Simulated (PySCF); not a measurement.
C$_{2}$H$_{6}$ClFGe (SMILES [CH3][Ge]([CH3])([F])[Cl]), singlet, at a GFN2-xTB geometry, atoms displaced at random by about 0.03 Å a coordinate; PySCF with B3LYP/STO-3G, gradient by finite differences.

The PySCF input:
```python
from pyscf import gto, scf, dft

mol = gto.M(
    atom='''
C     1.785750   -1.109950   -0.000807
Ge    0.021255   -0.163133    0.166747
C    -1.584020   -0.995548    0.918505
F     0.430075    1.148524    1.360371
Cl   -0.394619    0.882335   -1.573853
H     2.577069   -0.457167   -0.238429
H     1.734545   -1.907056   -0.691017
H     2.091883   -1.492903    1.018294
H    -2.386126   -0.269026    1.044622
H    -1.861514   -1.838653    0.294427
H    -1.381275   -1.454314    1.965151
''',
    basis='sto-3g',
    charge=0,
    spin=0,
    verbose=4,
)

mf = dft.RKS(mol)
mf.xc = 'b3lyp'
mf.conv_tol = 1e-11
mf.kernel()
scan, done = mf.as_scanner(), []
scan.scf_summary = {}
def energy(d):
    c = mol.atom_coords()
    c[4, 1] += d
    e = scan(mol.set_geom_(c, unit='Bohr', inplace=False))
    done.append(scan.converged)
    return e
h = 1e-5
fd = (energy(h) - energy(-h)) / (2 * h)
print('dE/dx =', fd)
```

What does PySCF print? Leave out banner, timings and long lists.


```
PySCF version 2.14.0

[INPUT] verbose = 4
[INPUT] num. atoms = 11
[INPUT] num. electrons = 76
[INPUT] charge = 0
[INPUT] spin (= nelec alpha-beta = 2S) = 0
[INPUT] symmetry False subgroup None
[INPUT] Mole.unit = angstrom
[INPUT] Symbol           X                Y                Z      unit          X                Y                Z       unit  Magmom
[...]
nuclear repulsion = 495.715622505321
number of shells = 28
number of NR pGTOs = 144
number of NR cGTOs = 48
basis = sto-3g
ecp = {}

******** <class 'pyscf.dft.rks.RKS'> ********
method = RKS
initial guess = minao
damping factor = 0
level_shift factor = 0
DIIS = <class 'pyscf.scf.diis.CDIIS'>
diis_start_cycle = 1
diis_space = 8
diis_damp = 0
SCF conv_tol = 1e-11
SCF conv_tol_grad = None
SCF max_cycles = 50
direct_scf = True
direct_scf_tol = 1e-13
XC library pyscf.dft.libxc version 7.1.2
    S. Lehtola, C. Steigemann, M. J. T. Oliveira, and M. A. L. Marques,  SoftwareX 7, 1–5 (2018)
XC functionals = b3lyp
    P. J. Stephens, F. J. Devlin, C. F. Chabalowski, and M. J. Frisch,  J. Phys. Chem. 98, 11623 (1994)
radial grids:
    Treutler-Ahlrichs [JCP 102, 346 (1995); DOI:10.1063/1.469408] (M4) radial grids

becke partition: Becke, JCP 88, 2547 (1988); DOI:10.1063/1.454033
pruning grids: <function nwchem_prune>
grids dens level: 3
symmetrized grids: False
atomic radii adjust function: <function treutler_atomic_radii_adjust>
small_rho_cutoff = 0
Set gradient conv threshold to 3.16228e-06
Initial guess from minao.
tot grids = 140872
init E= -2682.97461501232
[...]
cycle= 1 E= -2685.45983402894  delta_E= -2.49  |g|= 0.465  |ddm|= 3.77
[...]
cycle= 2 E= -2685.47392770456  delta_E= -0.0141  |g|= 0.49  |ddm|= 1.79
[...]
cycle= 3 E= -2685.5601846717  delta_E= -0.0863  |g|= 0.125  |ddm|= 1.07
[...]
cycle= 4 E= -2685.56648436692  delta_E= -0.0063  |g|= 0.0264  |ddm|= 0.266
[...]
cycle= 5 E= -2685.56674246682  delta_E= -0.000258  |g|= 0.00613  |ddm|= 0.0511
[...]
cycle= 6 E= -2685.56675743865  delta_E= -1.5e-05  |g|= 0.00123  |ddm|= 0.0128
[...]
cycle= 7 E= -2685.56675801871  delta_E= -5.8e-07  |g|= 0.000157  |ddm|= 0.00247
[...]
cycle= 8 E= -2685.56675803052  delta_E= -1.18e-08  |g|= 5.32e-05  |ddm|= 0.000378
[...]
cycle= 9 E= -2685.56675803146  delta_E= -9.38e-10  |g|= 1.87e-05  |ddm|= 0.000106
[...]
cycle= 10 E= -2685.5667580316  delta_E= -1.42e-10  |g|= 9.73e-07  |ddm|= 3.46e-05
[...]
cycle= 11 E= -2685.56675803159  delta_E= 9.09e-12  |g|= 1.56e-07  |ddm|= 3.41e-06
[...]
Extra cycle  E= -2685.5667580316  delta_E= -5e-12  |g|= 9.48e-08  |ddm|= 5.97e-07
converged SCF energy = -2685.5667580316
Create scanner for <class 'pyscf.dft.rks.RKS'>

WARN: Mole.unit (angstrom) is changed to Bohr

New geometry
   1 C      1.785750000000  -1.109950000000  -0.000807000000 AA    3.374578426942  -2.097501511961  -0.001525008983 Bohr
   2 Ge     0.021255000000  -0.163133000000   0.166747000000 AA    0.040166128778  -0.308276691879   0.315106162093 Bohr
   3 C     -1.584020000000  -0.995548000000   0.918505000000 AA   -2.993363975834  -1.881313063858   1.735722894044 Bohr
   4 F      0.430075000000   1.148524000000   1.360371000000 AA    0.812723963022   2.170395807490   2.570728617801 Bohr
   5 Cl    -0.394619000000   0.882340291772  -1.573853000000 AA   -0.745721833550   1.667381500118  -2.974151130325 Bohr
   6 H      2.577069000000  -0.457167000000  -0.238429000000 AA    4.869954614107  -0.863920423189  -0.450565510154 Bohr
   7 H      1.734545000000  -1.907056000000  -0.691017000000 AA    3.277815000734  -3.603813544209  -1.305832877419 Bohr
   8 H      2.091883000000  -1.492903000000   1.018294000000 AA    3.953085954634  -2.821177800542   1.924296774288 Bohr
   9 H     -2.386126000000  -0.269026000000   1.044622000000 AA   -4.509124638704  -0.508385460387   1.974049483695 Bohr
  10 H     -1.861514000000  -1.838653000000   0.294427000000 AA   -3.517751637044  -3.474550608110   0.556386393677 Bohr
[...]
diis_start_cycle = 1
diis_space = 8
diis_damp = 0
SCF conv_tol = 1e-11
SCF conv_tol_grad = None
SCF max_cycles = 50
direct_scf = True
direct_scf_tol = 1e-13
XC library pyscf.dft.libxc version 7.1.2
    S. Lehtola, C. Steigemann, M. J. T. Oliveira, and M. A. L. Marques,  SoftwareX 7, 1–5 (2018)
XC functionals = b3lyp
    P. J. Stephens, F. J. Devlin, C. F. Chabalowski, and M. J. Frisch,  J. Phys. Chem. 98, 11623 (1994)
radial grids:
    Treutler-Ahlrichs [JCP 102, 346 (1995); DOI:10.1063/1.469408] (M4) radial grids

becke partition: Becke, JCP 88, 2547 (1988); DOI:10.1063/1.454033
pruning grids: <function nwchem_prune>
grids dens level: 3
symmetrized grids: False
atomic radii adjust function: <function treutler_atomic_radii_adjust>
small_rho_cutoff = 0
Set gradient conv threshold to 3.16228e-06
tot grids = 140872
init E= -2685.56675816733
[...]
cycle= 1 E= -2685.56675816317  delta_E= 4.16e-09  |g|= 6.4e-07  |ddm|= 7.75e-06
[...]
cycle= 2 E= -2685.56675816318  delta_E= -6.82e-12  |g|= 6.02e-07  |ddm|= 2.49e-06
[...]
Extra cycle  E= -2685.56675816317  delta_E= 5.46e-12  |g|= 6.94e-07  |ddm|= 2.34e-06
converged SCF energy = -2685.56675816317

WARN: Mole.unit (angstrom) is changed to Bohr

New geometry
   1 C      1.785750000000  -1.109950000000  -0.000807000000 AA    3.374578426942  -2.097501511961  -0.001525008983 Bohr
   2 Ge     0.021255000000  -0.163133000000   0.166747000000 AA    0.040166128778  -0.308276691879   0.315106162093 Bohr
   3 C     -1.584020000000  -0.995548000000   0.918505000000 AA   -2.993363975834  -1.881313063858   1.735722894044 Bohr
   4 F      0.430075000000   1.148524000000   1.360371000000 AA    0.812723963022   2.170395807490   2.570728617801 Bohr
   5 Cl    -0.394619000000   0.882329708228  -1.573853000000 AA   -0.745721833550   1.667361500118  -2.974151130325 Bohr
   6 H      2.577069000000  -0.457167000000  -0.238429000000 AA    4.869954614107  -0.863920423189  -0.450565510154 Bohr
   7 H      1.734545000000  -1.907056000000  -0.691017000000 AA    3.277815000734  -3.603813544209  -1.305832877419 Bohr
   8 H      2.091883000000  -1.492903000000   1.018294000000 AA    3.953085954634  -2.821177800542   1.924296774288 Bohr
   9 H     -2.386126000000  -0.269026000000   1.044622000000 AA   -4.509124638704  -0.508385460387   1.974049483695 Bohr
  10 H     -1.861514000000  -1.838653000000   0.294427000000 AA   -3.517751637044  -3.474550608110   0.556386393677 Bohr
  11 H     -1.381275000000  -1.454314000000   1.965151000000 AA   -2.610231452709  -2.748255159121   3.713597183415 Bohr

******** <class 'pyscf.scf.hf.RKS_Scanner'> ********
method = RKS_Scanner
initial guess = minao
damping factor = 0
level_shift factor = 0
DIIS = <class 'pyscf.scf.diis.CDIIS'>
diis_start_cycle = 1
diis_space = 8
diis_damp = 0
SCF conv_tol = 1e-11
SCF conv_tol_grad = None
SCF max_cycles = 50
direct_scf = True
direct_scf_tol = 1e-13
XC library pyscf.dft.libxc version 7.1.2
    S. Lehtola, C. Steigemann, M. J. T. Oliveira, and M. A. L. Marques,  SoftwareX 7, 1–5 (2018)
XC functionals = b3lyp
    P. J. Stephens, F. J. Devlin, C. F. Chabalowski, and M. J. Frisch,  J. Phys. Chem. 98, 11623 (1994)
radial grids:
    Treutler-Ahlrichs [JCP 102, 346 (1995); DOI:10.1063/1.469408] (M4) radial grids

becke partition: Becke, JCP 88, 2547 (1988); DOI:10.1063/1.454033
pruning grids: <function nwchem_prune>
grids dens level: 3
symmetrized grids: False
atomic radii adjust function: <function treutler_atomic_radii_adjust>
small_rho_cutoff = 0
Set gradient conv threshold to 3.16228e-06
tot grids = 140872
init E= -2685.56675789172
[...]
cycle= 1 E= -2685.56675790001  delta_E= -8.29e-09  |g|= 1.82e-06  |ddm|= 1.6e-05
[...]
cycle= 2 E= -2685.56675790002  delta_E= -1e-11  |g|= 1.97e-06  |ddm|= 7.23e-06
[...]
cycle= 3 E= -2685.56675790002  delta_E= 2.27e-12  |g|= 2.02e-07  |ddm|= 3.84e-06
[...]
Extra cycle  E= -2685.56675790002  delta_E= -3.64e-12  |g|= 2.51e-07  |ddm|= 8.51e-07
converged SCF energy = -2685.56675790002
dE/dx = -0.013157591638446318
```
